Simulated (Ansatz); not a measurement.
C2H2Si, SMILES `C#C[SiH]` (lower singlet) (charge 0, multiplicity 1). This singlet lies 1.05 eV below the relaxed triplet at the level B3LYP/cc-pVTZ // PBE0-D3(BJ)/def2-TZVP (Ansatz, a program for electronic structure).

Cartesian coordinates (Å):
```xyz
5

C      1.2489     0.2453    -0.1825
C      0.1611    -0.1479     0.1868
Si    -1.3614    -0.9459     0.8123
H      2.1964     0.6066    -0.5125
H     -2.2449     0.2419     0.4487
```
Charge 0, multiplicity 1.

Frozen-core energies in cc-pVTZ from Ansatz at a geometry from PBE0-D3(BJ)/def2-TZVP; the HF reference has <S^2> = 0.00 (restricted, and unstable towards unrestricted orbitals) and the T1 diagnostic is 0.016.

| level | energy (Ha) | difference from CCSDT(Q) (mHa) |
|---|---|---|
| HF | -365.75200 | 448.72 |
| MP2 | -366.15008 | 50.63 |
| CCSD | -366.17569 | 25.02 |
| CCSD(T) | -366.19838 | 2.33 |
| CCSDT | -366.19886 | 1.86 |
| CCSDT(Q) | -366.20071 | 0.00 |
